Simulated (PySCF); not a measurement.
C4H7AlTe.
Bonds: C1–C2 (triple), C2–C3, C3–Te4, Te4–C5, C5–Al6. Hydrogens: H7 on C1; H8, H9 on C3; H10, H11 on C5; H12, H13 on Al6.

Method: PBE0-D3(BJ)/def2-SVP geometry optimisation, gas phase, def2 core potentials past Kr (PySCF).

Problem. How far are the bound atoms from Te4?

Solution. 2 atoms: C3 2.189 Å, C5 2.203 Å. The nearest atom not counted as bound is H9, at 2.70 Å.

Problem. What is the shape at Te4?

Solution. Bent: angle 93.2°. The Te–C distances aren't all alike: 2.189 to 2.203 Å.

Problem. How far are the bound atoms from Al6?

Solution. 3 atoms: H12 1.590 Å, H13 1.593 Å, C5 1.962 Å. The nearest atom not counted as bound is H11, at 2.68 Å.

Problem. List the angles at Al6.

Solution. 
```json
{"angle": "H12–Al6–H13", "degrees": "123.9", "distance of the outer atoms (Å)": "2.81"}
{"angle": "C5–Al6–H12", "degrees": "118.3", "distance of the outer atoms (Å)": "3.06"}
{"angle": "C5–Al6–H13", "degrees": "117.7", "distance of the outer atoms (Å)": "3.05"}
```

Problem. What is the shape at Al6?

Solution. Planar: angles 123.9°, 118.3° and 117.7°, sum 359.9°, 0.03 Å off the plane of its three neighbours.

Problem. What are the other bond lengths?

Solution. C1≡C2 1.212 Å; C2–C3 1.440 Å; C1–H7 1.074 Å; C3–H8, C3–H9 1.100 Å; C5–H10, C5–H11 1.100 Å.

Problem. Give some angles away from the centre.

Solution. C1–C2–C3 179.0°, C2–C3–Te4 112.1°, Te4–C5–Al6 85.2°.

Problem. What are the rotational constants (commonest isotopes, rigid rotor)?

Solution. A = 2207, B = 1169, C = 910.4 MHz: an asymmetric top.

Point group: C1 (no symmetry element, even within 0.4 Å). Charge 0, singlet. Not checked by PBE0-D3(BJ)/def2-SVP frequencies.

Conformer computed: `[CH:1]#[C:2][CH2:3][Te:4][CH2:5][AlH2:6]`: C2–C3–Te4–C5 -63°, C3–Te4–C5–Al6 -90°.

One conformer stands for the species.
